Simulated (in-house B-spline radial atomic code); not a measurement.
Values are calculated unless marked as measured or tabulated.
Ghost states of the separable form: F

F, [He] 2s2 2p5, non-relativistic PBE, spherical and spin-unpolarised, from a B-spline radial code for spherical atoms (atomic units; all potentials screened as in the neutral atom).

Troullier-Martins channels: 2s (ε = -1.0959, r_c = 0.901 bohr), 2p (ε = -0.4087, r_c = 1.217 bohr). In the Kleinman-Bylander form one channel serves as the local potential, and each other channel l becomes |δV u><u δV|/<u|δV|u>, with δV = V_l − V_local and u the pseudo-orbital. Its strength is E_KB = <u|δV²|u>/<u|δV|u>. By the analysis of Gonze, Stumpf and Scheffler a spurious state lies below the reference level ε if E_KB > 0 and ε is above the second level of the local potential alone, or if E_KB < 0 and ε is above its first. The table's levels are those of angular momentum l in a sphere of 9 bohr, whose wall can lift a shallow ε a little above its free-atom value.

| local | channel | <u δV u> | <u δV² u> | ε | first local level | second local level |
| --- | --- | --- | --- | --- | --- | --- |
| p | s | 1.2851 | 12.176 | -1.0958 | -5.0227 | -0.0812 |
| s | p | -1.4175 | 12.78 | -0.4087 | -0.0144 | 0.1561 |

Question: Apply the rule to each row.

Answer: Local p, channel s: E_KB = +9.48, so ε = -1.0958 is set against -0.0812: no ghost. Local s, channel p: E_KB = -9.02, so ε = -0.4087 is set against -0.0144: no ghost.

Diagonalising the separable Hamiltonian gives:

```csv
local,channel,three lowest levels,"all-electron, two lowest valence levels"
p,s,"-1.0958, 0.0180, 0.2502","-1.0958, 0.0177"
s,p,"-0.4087, 0.0860, 0.3338","-0.4087, 0.0860"
```

Question: Which choices of local channel are safe?

Answer: All are free of ghosts. Among the safe choices the second level, which tests transfer, is off by at most 0.0 millihartree (s local), 0.3 millihartree (p local).
